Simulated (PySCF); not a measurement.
## Excitation energy of Ti by level of theory

Ti [Ar] 3d2 4s2 (3F) → Ti [Ar] 3d1 4s2 4p1 (high-spin determinant), as a difference of total energies. All numbers are calculated (PySCF 2.14, no relativity, point nucleus, in aug-cc-pwCVTZ). Correlated levels: valence: [Ar] frozen; valence and next inner shell: [Ne] frozen; nothing frozen. The calculations carry no spin-orbit coupling.

```
                                method  excitation energy (eV)
                                   UHF                   4.721
                                   LDA                   5.456
                                   PBE                   5.353
                                  PBE0                   5.210
                                r2SCAN                   5.565
                               wB97X-V                   5.117
                               wB97M-V                   5.267
                                  BP86                   5.397
                         MP2 (valence)                   4.591
                     SCS-MP2 (valence)                   4.482
    MP2 (valence and next inner shell)                   4.759
SCS-MP2 (valence and next inner shell)                   4.682
                   MP2 (all electrons)                   4.770
               SCS-MP2 (all electrons)                   4.687
```

Q: How much does correlation contribute at MP2 (all electrons)?

A: 4.770 − (4.721) = 0.049 eV, measured against UHF.

The determinant of the upper state mixes LS terms, which raises its energy above the lowest term, most at the Hartree-Fock and MP2 levels.
